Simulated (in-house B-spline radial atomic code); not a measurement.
Configurations of the iodine ion I²⁺, with energies counted from [Kr] 4d10 5s2 5p3. Computed with a B-spline radial code for spherical atoms: scalar-relativistic (X2C) LDA PW92, spin-polarised, spherical fractional occupations, Fermi nucleus of rms radius 4.75 fm. Shells without spins written out take the highest spin.

Occupations are held fixed; configurations that lie above the ionisation limit could autoionise.

```json
{"configuration": "[Kr] 4d10 5s(1 up, 0 down) 5p(0 up, 3 down) 5d(0 up, 1 down)", "E - E(ref) (eV)": "25.909", "highest orbital": "5d down", "its <r> (bohr)": "3.076"}
{"configuration": "[Kr] 4d10 5s(1 up, 0 down) 5p(3 up, 0 down) 6d(1 up, 0 down)", "E - E(ref) (eV)": "31.531", "highest orbital": "6d up", "its <r> (bohr)": "6.499"}
{"configuration": "[Kr] 4d(5 up, 4 down) 5s2 5p(0 up, 3 down) 6s(0 up, 1 down)", "E - E(ref) (eV)": "63.806", "highest orbital": "6s down", "its <r> (bohr)": "4.02"}
{"configuration": "[Ar] 3d10 4s2 4p5 4d10 4f1 5s2 5p3", "E - E(ref) (eV)": "145.3", "highest orbital": "4f up", "its <r> (bohr)": "2.56"}
{"configuration": "[Ar] 3d10 4s2 4p(3 up, 2 down) 4d10 4f(0 up, 1 down) 5s2 5p(2 up, 1 down)", "E - E(ref) (eV)": "147.85", "highest orbital": "4f down", "its <r> (bohr)": "2.803"}
{"configuration": "[Ar] 3d10 4s2 4p5 4d10 5s2 5p3 6f1", "E - E(ref) (eV)": "152.58", "highest orbital": "6f up", "its <r> (bohr)": "10.66"}
{"configuration": "[Ar] 3d9 4s2 4p6 4d10 5s2 5p3 5f1", "E - E(ref) (eV)": "642.7", "highest orbital": "5f up", "its <r> (bohr)": "6.29"}
```

(1) Order these further configurations by energy, lowest first.
A. [Kr] 4d10 4f1 5s2 5p2
B. [Kr] 4d10 5s2 5p2 6p1
C. [Kr] 4d10 5s1 5p3 6p1
D. [Ar] 3d10 4s2 4p5 4d10 5s2 5p3 6p1
E. [Kr] 4d10 5s2 5p2 5f1

(2) How far above the reference does [Kr] 4d9 5s2 5p3 5f1 lie?

(3) How far above the reference does [Kr] 4d10 5s2 5p2 6d1 lie?

Results:

(1) B (17.882 eV), A (20.109 eV), E (23.585 eV), C (27.445 eV), D (144.64 eV).

(2) 72.057 eV; its least bound orbital is 5f up with <r> = 6.391 bohr.

(3) 21.896 eV; its least bound orbital is 6d up with <r> = 6.59 bohr.
